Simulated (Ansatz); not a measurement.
The cluster Ba2S2⁺. Total charge 1; doublet. Geometry PBE-D4/def2-SVP.

Cartesian coordinates in Å:
```
Ba 1.7366 1.2010 0.9937
Ba -1.7345 -1.1878 -1.0132
S -1.0538 1.0276 0.5993
S 1.0517 -1.0409 -0.5799
```

In the def2 sets Ba takes a core potential; there is no spin–orbit coupling. LC-ωPBE has ω = 0.4 bohr⁻¹. The structure comes from a short search, and lower isomers may exist.

(1) Estimate the α-spin orbital energies around the gap (eV) in Ansatz with PBE-D4/def2-SVP, PBE-D4/def2-TZVP, r2SCAN-D4/def2-TZVP, r2SCANh-D4/def2-TZVP, LC-ωPBE/def2-TZVP.

Answers

(1) 
```json
{"orbital": "HOMO−9", "PBE-D4/def2-SVP": "-21.84", "PBE-D4/def2-TZVP": "-21.65", "r2SCAN-D4/def2-TZVP": "-22.26", "r2SCANh-D4/def2-TZVP": "-22.83", "LC-ωPBE/def2-TZVP": "-26.44"}
{"orbital": "HOMO−8", "PBE-D4/def2-SVP": "-21.84", "PBE-D4/def2-TZVP": "-21.63", "r2SCAN-D4/def2-TZVP": "-22.24", "r2SCANh-D4/def2-TZVP": "-22.81", "LC-ωPBE/def2-TZVP": "-26.41"}
{"orbital": "HOMO−7", "PBE-D4/def2-SVP": "-18.05", "PBE-D4/def2-TZVP": "-17.98", "r2SCAN-D4/def2-TZVP": "-18.57", "r2SCANh-D4/def2-TZVP": "-19.27", "LC-ωPBE/def2-TZVP": "-22.98"}
{"orbital": "HOMO−6", "PBE-D4/def2-SVP": "-17.98", "PBE-D4/def2-TZVP": "-17.93", "r2SCAN-D4/def2-TZVP": "-18.53", "r2SCANh-D4/def2-TZVP": "-19.25", "LC-ωPBE/def2-TZVP": "-22.94"}
{"orbital": "HOMO−5", "PBE-D4/def2-SVP": "-9.85", "PBE-D4/def2-TZVP": "-9.77", "r2SCAN-D4/def2-TZVP": "-9.98", "r2SCANh-D4/def2-TZVP": "-10.44", "LC-ωPBE/def2-TZVP": "-13.59"}
{"orbital": "HOMO−4", "PBE-D4/def2-SVP": "-9.19", "PBE-D4/def2-TZVP": "-9.09", "r2SCAN-D4/def2-TZVP": "-9.24", "r2SCANh-D4/def2-TZVP": "-9.65", "LC-ωPBE/def2-TZVP": "-12.59"}
{"orbital": "HOMO−3", "PBE-D4/def2-SVP": "-9.01", "PBE-D4/def2-TZVP": "-8.91", "r2SCAN-D4/def2-TZVP": "-9.00", "r2SCANh-D4/def2-TZVP": "-9.40", "LC-ωPBE/def2-TZVP": "-12.34"}
{"orbital": "HOMO−2", "PBE-D4/def2-SVP": "-8.87", "PBE-D4/def2-TZVP": "-8.81", "r2SCAN-D4/def2-TZVP": "-8.95", "r2SCANh-D4/def2-TZVP": "-9.35", "LC-ωPBE/def2-TZVP": "-12.30"}
{"orbital": "HOMO−1", "PBE-D4/def2-SVP": "-8.25", "PBE-D4/def2-TZVP": "-8.21", "r2SCAN-D4/def2-TZVP": "-8.32", "r2SCANh-D4/def2-TZVP": "-8.71", "LC-ωPBE/def2-TZVP": "-11.57"}
{"orbital": "HOMO", "PBE-D4/def2-SVP": "-8.10", "PBE-D4/def2-TZVP": "-8.04", "r2SCAN-D4/def2-TZVP": "-8.22", "r2SCANh-D4/def2-TZVP": "-8.64", "LC-ωPBE/def2-TZVP": "-11.47"}
{"orbital": "LUMO", "PBE-D4/def2-SVP": "-5.16", "PBE-D4/def2-TZVP": "-5.13", "r2SCAN-D4/def2-TZVP": "-4.43", "r2SCANh-D4/def2-TZVP": "-4.28", "LC-ωPBE/def2-TZVP": "-3.00"}
{"orbital": "LUMO+1", "PBE-D4/def2-SVP": "-4.84", "PBE-D4/def2-TZVP": "-4.80", "r2SCAN-D4/def2-TZVP": "-4.10", "r2SCANh-D4/def2-TZVP": "-3.94", "LC-ωPBE/def2-TZVP": "-2.77"}
{"orbital": "LUMO+2", "PBE-D4/def2-SVP": "-4.43", "PBE-D4/def2-TZVP": "-4.34", "r2SCAN-D4/def2-TZVP": "-3.87", "r2SCANh-D4/def2-TZVP": "-3.62", "LC-ωPBE/def2-TZVP": "-1.97"}
{"orbital": "LUMO+3", "PBE-D4/def2-SVP": "-4.36", "PBE-D4/def2-TZVP": "-4.28", "r2SCAN-D4/def2-TZVP": "-3.77", "r2SCANh-D4/def2-TZVP": "-3.56", "LC-ωPBE/def2-TZVP": "-1.90"}
{"orbital": "LUMO+4", "PBE-D4/def2-SVP": "-4.35", "PBE-D4/def2-TZVP": "-4.25", "r2SCAN-D4/def2-TZVP": "-3.74", "r2SCANh-D4/def2-TZVP": "-3.51", "LC-ωPBE/def2-TZVP": "-1.88"}
{"orbital": "LUMO+5", "PBE-D4/def2-SVP": "-4.32", "PBE-D4/def2-TZVP": "-4.21", "r2SCAN-D4/def2-TZVP": "-3.69", "r2SCANh-D4/def2-TZVP": "-3.45", "LC-ωPBE/def2-TZVP": "-1.79"}
{"orbital": "β HOMO", "PBE-D4/def2-SVP": "-8.07", "PBE-D4/def2-TZVP": "-8.05", "r2SCAN-D4/def2-TZVP": "-8.13", "r2SCANh-D4/def2-TZVP": "-8.50", "LC-ωPBE/def2-TZVP": "-11.33"}
{"orbital": "β LUMO", "PBE-D4/def2-SVP": "-7.27", "PBE-D4/def2-TZVP": "-7.18", "r2SCAN-D4/def2-TZVP": "-6.92", "r2SCANh-D4/def2-TZVP": "-6.59", "LC-ωPBE/def2-TZVP": "-4.10"}
```
